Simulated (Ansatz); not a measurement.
Reactions of F3HMoOS, SMILES `[OH][Mo]([F])([F])([F])=[S]`.

Program: Ansatz. Geometries: PBE0-D4/def2-TZVP. ΔE: electronic, gas phase. CBS: MP2 limit from def2 TZ/QZ plus the TZ coupled-cluster correction, frozen cores. This one scheme is used for every species. DFT in def2-TZVPP. B3LYP here is the variant with VWN-RPA as its local correlation; programs differ in this. def2 core potentials past Kr. For Mo, Nb outer-core shells are correlated without core-valence functions, which leaves a few kJ/mol of doubt a bond. One conformer a species, not always the lowest.

```tsv
reaction	CCSD(T)/CBS(def2) (kJ/mol)
`[OH][Mo]([F])([F])([F])=[S]` + H–F → `[F][Mo]([F])([F])([F])=[S]` + H₂O	-22
`[OH][Mo]([F])([F])([F])=[S]` + H₂O → `[OH][Mo]([OH])([F])([F])=[S]` + H–F	?
`[OH][Mo]([F])([F])([F])=[S]` + HCl → `[OH][Mo]([F])([F])(=[S])[Cl]` + H–F	-5
`[OH][Mo]([F])([F])([F])=[S]` + `[NH]=[Nb]([OH])([OH])[OH]` → `[OH][Mo]([OH])([F])([F])=[S]` + `[NH]=[Nb]([OH])([OH])[F]`	-48
`[OH][Mo]([F])([F])([F])=[S]` + HCl → `[F][Mo]([F])([F])(=[S])[Cl]` + H₂O	-23
```

(1) Fill in the missing values. (Estimate.)

Largest T1 diagnostic: 0.025, for `[OH][Mo]([OH])([F])([F])=[S]`.

Answers

(1) Computed: `[OH][Mo]([F])([F])([F])=[S]` + H₂O → `[OH][Mo]([OH])([F])([F])=[S]` + H–F: +18.1 kJ/mol.
